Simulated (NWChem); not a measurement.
System: C4H6Si; SMILES C#CC(=C)[SiH3]

Here is an NWChem input.

```
start job
memory heap 200 mb stack 900 mb global 1100 mb
geometry units angstroms noautosym nocenter noautoz
  C      0.830737     2.389066     0.000000
  C      0.189526     1.360728     0.000000
  C     -0.483293     0.101958     0.000000
  C     -1.829332     0.016273     0.000000
  Si     0.597501    -1.448084     0.000000
  H      1.368549     3.309541     0.000000
  H     -2.460970     0.902039     0.000000
  H     -2.335943    -0.944847     0.000000
  H      1.467749    -1.476445    -1.205070
  H      1.467749    -1.476445     1.205070
  H     -0.290178    -2.642004     0.000000
end
basis spherical
  C library def2-svp
  Si library def2-svp
  H library def2-svp
end
dft
  xc xpbe96 cpbe96
  iterations 150
end
cosmo
  do_cosmo_smd true
  solvent water
end
task dft energy
```

Structure relaxed at the B3LYP/6-31G* (spherical d) level. Solvent: water.

Level: PBE/def2-SVP with SMD (1 M gas to 1 M solution), gas-phase geometry. Reactions with the solvent are ignored.

### Question
Give the results of this calculation. (PBE/def2-SVP, SMD on the gas-phase geometry.) Quantities: solvation free energy (kcal/mol); cavity-dispersion-structure term (kcal/mol); dipole in solution (D).

### Answer
```
Item                                         Result
-------------------------------------------  ------
solvation free energy (kcal/mol)                2.4
cavity-dispersion-structure term (kcal/mol)     5.7
dipole in solution (D)                         0.79
```
